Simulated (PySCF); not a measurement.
Species: `F[Si](C=O)(C=O)CC`. The columns A, B, C and D hold Mulliken, IAO, Hirshfeld and ESP-fitted charges (e) of one PBE0/pcSseg-1 density (PySCF), in a shuffled order. Coordinates in Å (GFN2-xTB); the density's dipole moment is (0.63, -0.88, 1.76) D.

```
atom       x       y       z       A       B       C       D
  C1  -1.653   0.836   0.521  -0.417  -0.114  -0.313  -0.205
  C2  -0.548   0.050   1.233  -0.546  -0.148  -0.600  +0.038
 Si3   0.821  -0.497   0.041  +1.230  +0.462  +1.180  +0.446
  F4   1.982  -1.366   0.784  -0.536  -0.207  -0.420  -0.345
  C5   0.209  -1.686  -1.341  -0.012  +0.047  -0.073  +0.303
  O6  -0.796  -1.541  -1.985  -0.345  -0.193  -0.320  -0.395
  C7   1.801   0.983  -0.700  -0.011  +0.047  -0.070  +0.311
  O8   1.314   2.018  -1.073  -0.345  -0.193  -0.320  -0.396
  H9  -1.249   1.737   0.066  +0.153  +0.040  +0.138  +0.054
 H10  -2.107   0.234  -0.262  +0.152  +0.039  +0.137  +0.053
 H11  -2.427   1.123   1.228  +0.148  +0.047  +0.127  +0.064
 H12  -0.120   0.670   2.025  +0.157  +0.048  +0.156  +0.016
 H13  -0.986  -0.823   1.726  +0.157  +0.048  +0.156  +0.018
 H14   0.852  -2.575  -1.526  +0.107  +0.040  +0.111  +0.021
 H15   2.903   0.845  -0.758  +0.107  +0.040  +0.110  +0.017
```

Task: Which column most likely holds the ESP-fitted charges?

Result: D. Σ q r misses the density's dipole by 0.03 D (D), 0.22 D (C), 0.34 D (A), 0.69 D (B). Charges fitted to the outside potential are the only set here that is tied to the molecule's multipoles.

Task: And the Hirshfeld charges?

Result: B. The mean sizes are 0.114 e (B), 0.179 e (D), 0.282 e (C), 0.295 e (A), and Hirshfeld charges are commonly the smallest of these schemes.

As computed, A = IAO, B = Hirshfeld, C = Mulliken, D = ESP-fitted. Hydrogens on carbon: IAO +0.11 to +0.16, Hirshfeld +0.04 to +0.05, Mulliken +0.11 to +0.16, ESP-fitted +0.02 to +0.06 e.

The IAO scheme projects the occupied orbitals on a minimal set of polarised atomic orbitals and counts the electrons in each atom's part of it. The Hirshfeld scheme divides the density at each point in proportion to the densities of the neutral, spherically averaged free atoms.

Isolated species at its GFN2-xTB geometry (one conformer only).

Shape of the structure used: `[CH3:1][CH2:2][Si:3]([F:4])([CH:5]=[O:6])[CH:7]=[O:8]`: C1–C2–Si3–F4 -179°, C2–Si3–C5–O6 45°, C2–Si3–C7–O8 -41°.
